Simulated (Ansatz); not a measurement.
`CB(C)O` + H₂O → `CB(O)O` + CH₄ at 298.15 K and 1 bar (formal hydrolysis of a B–C bond).

Computed with Ansatz on PBE0-D4/def2-TZVP structures; ΔE is electronic, products minus reactants. CBS: MP2 limit from def2 TZ/QZ plus the TZ coupled-cluster correction, frozen cores. This one scheme is used for every species. One conformer a species, not always the lowest.

```
 species  CCSD(T)/CBS energy (Eh)  H − E (kJ/mol)  S (J/(mol·K))
`CB(C)O`               -180.36349           260.7          317.4
     H₂O                -76.37941            66.4          188.7
`CB(O)O`               -216.32673           201.8          304.0
     CH₄                -40.46206           127.4          186.2
```

H − E and S are ideal-gas, rigid-rotor, harmonic terms from PBE0-D4/def2-TZVP, for one conformer and one mirror image of each species. 1 Eh = 2625.50 kJ/mol, R = 8.31446 J/(mol·K).

By hand: ΔE, ΔH, ΔS and ΔG.

ΔE = (-216.32673) + (-40.46206) − (-180.36349) − (-76.37941) = -0.04589 Eh = -120.5 kJ/mol. Δ(H − E) = 201.8 + 127.4 − 260.7 − 66.4 = 2.1, so ΔH = -118.4 kJ/mol. ΔS = 304.0 + 186.2 − 317.4 − 188.7 = -15.9 J/(mol·K). ΔG = -118.4 − 298.15 × (-15.9)/1000 = -113.7 kJ/mol.

By hand: the equilibrium constant, and the temperature at which ΔG would vanish if ΔH and ΔS stayed fixed.

log₁₀ K = −ΔG/(RT ln 10) = 19.9. ΔG = 0 at ΔH/ΔS = 7447 K, far beyond where these terms or the molecules hold.

ΔH outweighs TΔS. A doubt of 5 kJ/mol in ΔE shifts log₁₀ K by 0.9 here. Other conformers and mirror images would add mixing entropy, several J/(mol·K) or more a flexible species. Modes under 60 cm⁻¹, often nearly free rotors, make the harmonic entropy too high. These are equilibria of isolated gas molecules and say nothing of rates. Largest T1 diagnostic: 0.012 (customary marks: 0.02 for closed shells, 0.045 for open ones).
